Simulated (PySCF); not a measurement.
Species: InMe2(SiH3), C2H9InSi.
Z-matrix (Å and degrees, PBE0-D3(BJ)/def2-SVP geometry), rows numbered from 1:
```
In
C   1  2.1730
H   2  1.1022  1  108.88
H   2  1.0999  1  111.03  3  -118.89
H   2  1.0996  1  111.57  3   118.78
C   1  2.1733  2  118.22  3    94.40
H   6  1.1019  1  109.39  2    64.90
H   6  1.1014  1  109.77  2   -52.74
H   6  1.0987  1  112.50  2  -174.26
Si  1  2.5971  2  121.64  3   -85.60
H  10  1.4984  1  114.00  2    11.60
H  10  1.5012  1  110.04  2  -108.50
H  10  1.4998  1  111.64  2   133.35
```

Method used: PySCF, PBE0-D3(BJ)/def2-SVP geometry optimisation, gas phase, def2 core potentials past Kr.

Masses are those of the commonest isotopes; rigid-rotor values at the optimised geometry. 

Problem. Give the principal moments of inertia and the rotational constants in MHz.

Solution. Ia = 122.42, Ib = 254.92, Ic = 365.16 u·Å²; 505379 MHz·u·Å²/I gives A = 4128, B = 1983, C = 1384 MHz.

Problem. What kind of rotor is it?

Solution. An asymmetric top: κ = (2 × 1983 − 4128 − 1384)/(4128 − 1384) = -0.56.

Problem. Is it planar, by Δ = Ic − Ia − Ib?

Solution. Not planar: Δ = Ic − Ia − Ib = -12.18 u·Å². For a rigid frame Δ = −2 Σ m c², so Σ m c² = 6.09 u·Å² lies off the ab plane, practically all of it from hydrogen. The atom farthest from that plane is 1.34 Å away.

Problem. List the rotational levels J(Ka,Kc) to J = 2 (MHz).

Solution. Above 0(0,0):
J = 1: 1(0,1) 3367, 1(1,1) 5512, 1(1,0) 6111
J = 2: 2(0,2) 9991, 2(1,2) 11647, 2(1,1) 13442, 2(2,1) 19880, 2(2,0) 19988
The levels of one J sum to (2J + 1)J(J + 1)(A + B + C)/3.

Problem. Predict some low-J microwave lines.

Solution. The dipole components are |μa| = 1.18 D, |μb| = 0.03 D, |μc| = 0.03 D. The squared components, which scale the intensities, stand as 1.00 : 0.00 : 0.00 (a : b : c). Some lines, for components of 0.1 D or more:

```tsv
type	branch	J(Ka,Kc)	MHz	lower level (cm⁻¹)
a	Q	3(2,1) ← 3(2,2)	522	1.000
a	Q	1(1,0) ← 1(1,1)	598	0.184
a	Q	4(2,2) ← 4(2,3)	1443	1.446
a	Q	2(1,1) ← 2(1,2)	1795	0.388
a	Q	3(1,2) ← 3(1,3)	3578	0.693
a	Q	4(1,3) ← 4(1,4)	5899	1.096
a	R	2(1,2) ← 1(1,1)	6135	0.184
a	R	2(0,2) ← 1(0,1)	6624	0.112
a	R	2(1,1) ← 1(1,0)	7332	0.204
a	R	3(1,3) ← 2(1,2)	9139	0.388
a	R	3(2,2) ← 2(2,1)	10100	0.663
a	R	3(2,1) ← 2(2,0)	10512	0.667
a	R	3(1,2) ← 2(1,1)	10922	0.448
a	R	4(1,4) ← 3(1,3)	12084	0.693
a	R	4(0,4) ← 3(0,3)	12544	0.656
a	R	4(3,1) ← 3(3,0)	13725	1.410
a	R	4(1,3) ← 3(1,2)	14405	0.813
```

Whether it is a minimum is left open (no frequencies). These are rigid-rotor constants of the computed structure; measured ground-state constants (B0) also hold zero-point vibration. A rigid rotor knows nothing of internal rotation, which can split or shift real lines.
